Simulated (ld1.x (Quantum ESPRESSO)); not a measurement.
## thallium (Tl): variants of one TM potential

Base potential:

- Element: thallium
- Generator: ld1.x (Quantum ESPRESSO) 7.5
- Type: norm-conserving Troullier–Martins (Kleinman–Bylander form)
- Functional: PW91
- Relativity: scalar-relativistic
- Frozen core: [Kr] 4d10 4f14
- Valence charge: 21
- Reference configuration: 5s2 5p6 5d10 6s2 6p0 (charge +1)
- Partial waves: 5s (bound): rc 0.95 bohr; 5p (bound): rc 1.10 bohr; 5d (bound): rc 1.90 bohr
- Local potential: all-electron potential smoothed inside 1.20 bohr (lloc = -1)
- Core correction: Bessel-smoothed model core inside 0.50 bohr

Occupied shells without a wave of their own: 6s. They enter only through the test configuration that unscreens the potential, and ld1.x also counts them in the model core charge.

All-electron outer shells of the reference configuration (PW91, scalar-relativistic, ld1.x):

```json
{"shell": "5s", "level (eV)": "-138.40", "outermost node (bohr)": "0.46", "outermost maximum (bohr)": "0.80"}
{"shell": "4f", "level (eV)": "-121.43", "outermost node (bohr)": "–", "outermost maximum (bohr)": "0.36"}
{"shell": "5p", "level (eV)": "-83.47", "outermost node (bohr)": "0.50", "outermost maximum (bohr)": "0.91"}
{"shell": "5d", "level (eV)": "-22.82", "outermost node (bohr)": "0.53", "outermost maximum (bohr)": "1.11"}
{"shell": "6s", "level (eV)": "-16.40", "outermost node (bohr)": "1.04", "outermost maximum (bohr)": "2.05"}
{"shell": "6p", "level (eV)": "-8.28", "outermost node (bohr)": "1.22", "outermost maximum (bohr)": "2.70"}
```

Cutoffs, loose and tight: the cutoffs (Ry, on a coarse ladder) from which the occupation-weighted sum of valence levels, in a spherical-Bessel basis at the reference potential, stays within 10 and 1 mRy of its value at 400 Ry. They do not see the model core or the augmentation charge, which bear on the density cutoff. Test errors are all-electron minus pseudo excitation energies from the reference, over the configurations 5s2 5p6 5d10 6s2 6p1; 5s2 5p6 5d10 6s1 6p0; 5s2 5p6 5d10 6s0 6p0; 5s2 5p5 5d10 6s2 6p1; 5s2 5p6 5d10 6s1 6p2; 5s2 5p6 5d10 6s2 6p0.5; 5s2 5p6 5d9 6s2 6p2. A dash means not determined; rows that change the core or the reference have their own tests.

With those shells counted twice in exchange and correlation these files are broken, and their errors move erratically; no question is asked of them.

```tsv
change	outcome	cutoff, loose	cutoff, tight	bound ghosts	largest test error (meV)
base	generated, misses its reference levels by 0.49 eV	200 Ry	300 Ry	none	-1758
wave 5d (bound): rc 1.90 bohr becomes 5d (bound): rc 1.48 bohr	generated, misses its reference levels by 0.49 eV	200 Ry	300 Ry	none	-1758
wave 5s (bound): rc 0.95 bohr becomes 5s (bound): rc 0.98 bohr	generated, misses its reference levels by 0.54 eV	200 Ry	300 Ry	none	-1916
core correction Bessel-smoothed model core inside 0.68 bohr	generated, misses its reference levels by 0.49 eV	200 Ry	300 Ry	none	-1758
type RRKJ; local potential the s channel; rho0 0.02	failed: compute_phi: phi has nodes before r_c	–	–	–	–
functional PBE	generated, misses its reference levels by 0.49 eV	200 Ry	300 Ry	none	-1744
all radii but the core radius scaled by about 1.37 (s 1.30, p 1.50, d 2.60 bohr); local potential all-electron potential smoothed inside 1.64 bohr (lloc = -1)	failed: run_pseudo: Errors in PS-KS equation	–	–	–	–
```
